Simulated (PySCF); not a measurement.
C2H3O (SMILES C[C-]=O), charge -1, singlet, at a GFN2-xTB geometry (in this run its highest filled SCF level lies above zero, so its values depend strongly on the basis, on diffuse functions most of all); PySCF with M06/pcseg-1.

Input for PySCF:
```python
from pyscf import gto, scf, dft

mol = gto.Mole()
mol.atom = '''
    O     1.202222    0.357989    0.020415
    C    -0.023925    0.670557   -0.012722
    C    -0.969557   -0.665232   -0.009621
    H    -0.422319   -1.620473    0.019993
    H    -1.637080   -0.621627    0.859365
    H    -1.597490   -0.653758   -0.908618
'''
mol.basis = 'pcseg-1'
mol.charge = -1
mol.spin = 0
mol.verbose = 4
mol.build()

mf = dft.RKS(mol)
mf.xc = 'm06'
mf.kernel()
```

It wrote (shortened):

```
PySCF version 2.14.0

[INPUT] verbose = 4
[INPUT] num. atoms = 6
[INPUT] num. electrons = 24
[INPUT] charge = -1
[INPUT] spin (= nelec alpha-beta = 2S) = 0
[INPUT] symmetry False subgroup None
[INPUT] Mole.unit = angstrom
[INPUT] Symbol           X                Y                Z      unit          X                Y                Z       unit  Magmom
[INPUT]  1 O      1.202222000000   0.357989000000   0.020415000000 AA    2.271870320927   0.676501165607   0.038578758833 Bohr   0.0
[INPUT]  2 C     -0.023925000000   0.670557000000  -0.012722000000 AA   -0.045211697530   1.267169080910  -0.024041095757 Bohr   0.0
[INPUT]  3 C     -0.969557000000  -0.665232000000  -0.009621000000 AA   -1.832197192155  -1.257106289297  -0.018181055044 Bohr   0.0
[INPUT]  4 H     -0.422319000000  -1.620473000000   0.019993000000 AA   -0.798067247200  -3.062250162252   0.037781294408 Bohr   0.0
[INPUT]  5 H     -1.637080000000  -0.621627000000   0.859365000000 AA   -3.093632844003  -1.174704781635   1.623964491037 Bohr   0.0
[INPUT]  6 H     -1.597490000000  -0.653758000000  -0.908618000000 AA   -3.018818586731  -1.235423571743  -1.717039171850 Bohr   0.0

nuclear repulsion = 60.4173368316405
number of shells = 15
number of NR pGTOs = 96
number of NR cGTOs = 57
basis = pcseg-1
ecp = {}

******** <class 'pyscf.dft.rks.RKS'> ********
method = RKS
initial guess = minao
damping factor = 0
level_shift factor = 0
DIIS = <class 'pyscf.scf.diis.CDIIS'>
diis_start_cycle = 1
diis_space = 8
diis_damp = 0
SCF conv_tol = 1e-09
SCF conv_tol_grad = None
SCF max_cycles = 50
direct_scf = True
direct_scf_tol = 1e-13
XC library pyscf.dft.libxc version 7.1.2
    S. Lehtola, C. Steigemann, M. J. T. Oliveira, and M. A. L. Marques,  SoftwareX 7, 1–5 (2018)
XC functionals = m06
    Y. Zhao and D. G. Truhlar,  Theor. Chem. Acc. 120, 215 (2008)
    Y. Zhao and D. G. Truhlar,  Theor. Chem. Acc. 120, 215 (2008)
radial grids:
    Treutler-Ahlrichs [JCP 102, 346 (1995); DOI:10.1063/1.469408] (M4) radial grids

becke partition: Becke, JCP 88, 2547 (1988); DOI:10.1063/1.454033
pruning grids: <function nwchem_prune>
grids dens level: 3
symmetrized grids: False
atomic radii adjust function: <function treutler_atomic_radii_adjust>
small_rho_cutoff = 0
Set gradient conv threshold to 3.16228e-05
Initial guess from minao.
tot grids = 71744
init E= -153.030124593354
  HOMO = -0.203341431418882  LUMO = -0.0829055724471517  gap/eV = 3.27723
cycle= 1 E= -152.910371061836  delta_E= 0.12  |g|= 0.78  |ddm|= 2.52
  HOMO = 0.205455018832467  LUMO = 0.265271968678329  gap/eV = 1.62770
cycle= 2 E= -152.224243825316  delta_E= 0.686  |g|= 1.88  |ddm|= 7.69
  HOMO = 0.0855026277659001  LUMO = 0.246334911173218  gap/eV = 4.37647
cycle= 3 E= -153.037433385841  delta_E= -0.813  |g|= 0.203  |ddm|= 6.76
  HOMO = 0.0662934799717765  LUMO = 0.238852784546784  gap/eV = 4.69558
cycle= 4 E= -153.045394941061  delta_E= -0.00796  |g|= 0.122  |ddm|= 0.405
  HOMO = 0.0748819794645739  LUMO = 0.248406281230812  gap/eV = 4.72184
cycle= 5 E= -153.049035699124  delta_E= -0.00364  |g|= 0.0112  |ddm|= 0.11
  HOMO = 0.0745024591880354  LUMO = 0.248105673731131  gap/eV = 4.72398
cycle= 6 E= -153.049074208821  delta_E= -3.85e-05  |g|= 0.00273  |ddm|= 0.0334
  HOMO = 0.0745600682917824  LUMO = 0.248152356232387  gap/eV = 4.72369
cycle= 7 E= -153.049076390436  delta_E= -2.18e-06  |g|= 0.000535  |ddm|= 0.00871
  HOMO = 0.0744684661222843  LUMO = 0.248050234776667  gap/eV = 4.72340
cycle= 8 E= -153.04907649911  delta_E= -1.09e-07  |g|= 0.000302  |ddm|= 0.00272
  HOMO = 0.0745218905354066  LUMO = 0.248111971117615  gap/eV = 4.72363
cycle= 9 E= -153.049076524068  delta_E= -2.5e-08  |g|= 6.83e-05  |ddm|= 0.000543
  HOMO = 0.0745227674723377  LUMO = 0.248110252772737  gap/eV = 4.72356
cycle= 10 E= -153.049076526027  delta_E= -1.96e-09  |g|= 1.35e-05  |ddm|= 0.000345
  HOMO = 0.0745261812431006  LUMO = 0.248114053986351  gap/eV = 4.72357
cycle= 11 E= -153.049076526106  delta_E= -7.98e-11  |g|= 1.32e-06  |ddm|= 5.74e-05
  HOMO = 0.074526244000221  LUMO = 0.248114185537062  gap/eV = 4.72357
Extra cycle  E= -153.049076526109  delta_E= -2.39e-12  |g|= 9.56e-07  |ddm|= 5.58e-06
converged SCF energy = -153.049076526109
```
